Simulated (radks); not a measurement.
Species: the barium ion Ba2+. Configuration: [Xe]. All-electron calculation, scalar-relativistic Kohn-Sham, BLYP, spin-unpolarised, spherical densities, point nucleus. Program: a radial shooting solver on a logarithmic mesh with Libxc functionals.

Unscreened Slater integrals over Kohn-Sham orbitals (cm^-1). Empty in this configuration: 6s.

integral    value
F0(5p,5p)  104090
F2(5p,5p)   56135
F0(5p,5s)  111420
G1(5p,5s)   74384
F0(5p,4d)  130140
F2(5p,4d)   36992
G1(5p,4d)   10782
G3(5p,4d)   10362
F0(5p,4p)  131810
F2(5p,4p)   33145
G0(5p,4p)  6452.1
G2(5p,4p)  8335.9
F0(5p,6s)   61246
G1(5p,6s)  5717.6
F0(5s,5s)  121040
F0(5s,4d)  147880
G2(5s,4d)   16946
F0(5s,4p)  150220
G1(5s,4p)   11100
F0(5s,6s)   62471
G0(5s,6s)  3211.6
F0(4d,4d)  247110
F2(4d,4d)  125680
F4(4d,4d)   83873
F0(4d,4p)  260080
F2(4d,4p)  133150
G1(4d,4p)  169480
G3(4d,4p)  105660
F0(4d,6s)   66278
G2(4d,6s)  2189.1
F0(4p,4p)  275500
F2(4p,4p)  144690
F0(4p,6s)   66652
G1(4p,6s)  1614.2
F0(6s,6s)   50281
